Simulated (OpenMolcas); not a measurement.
Ti3+ with its 6 nearest oxide ions at 2.069 Å, on the Mg site of MgO (a = 4.2112 Å, distance in the model lattice 2.106 Å). The rest of the host is ab initio model potentials to 7.6 Å, with orthogonalisation functions on the cations behind the ligands, and point charges beyond; the distance is set by hand and nothing relaxes, and no local charge compensation is placed. Ligand basis ANO-RCC-VDZP.

* Program: OpenMolcas
* Method: CASSCF
* Basis: ANO-RCC-VDZP [5s4p2d1f]
* Scalar Hamiltonian: DKH2, point nucleus
* Active space: 1 electron in 5 orbitals (3d)
* State averaging: 2S+1 = 2 even, 5 roots
* Spin-orbit coupling: state interaction with AMFI integrals over the reference wave functions

(1) What is the spin-free ground state (labels of O, the rotations of Oh)?

(2) Where is the first state of the same spin?

(3) What are the lowest two levels with spin-orbit coupling?

(4) What is χT at 300 K, and how does it compare with the textbook value?

(5) Which ligand-field parameters describe the states?

## Answers

(1) 2T2, 3-fold in its orbital part; it has the highest spin that d1 allows.

(2) 2E at 19900 cm-1 above the ground state.

(3) A 4-fold level Γ8, then a 2-fold level Γ7 199.3 cm-1 above it. Their leading multiplicities are 2 (100 %) and 2 (100 %).

(4) The lowest level has 2S+1 = 2, for which the spin-only value is χT = S(S+1) / 2 = 0.375 cm3 K/mol (g = 2). The computed 0.451 at 300 K differs by +0.076, through orbital momentum, spin-orbit coupling and any other state in reach. With a threefold ground state the orbital momentum is unquenched, so the spin-only value is not expected to hold.

(5) The gap between the two states is 10Dq = 19861 cm-1. 

An orbital triplet at a regular site is open to Jahn-Teller coupling, which can distort the site and quench the lowest spin-orbit gaps and is left out. Ligand-to-metal charge-transfer states are missing. With metal d orbitals alone and no dynamic correlation 10Dq can be off by a tenth to a fifth, either way, in oxide and fluoride hosts. No measured value stands beside these numbers; the geometry was set by hand and not optimised.
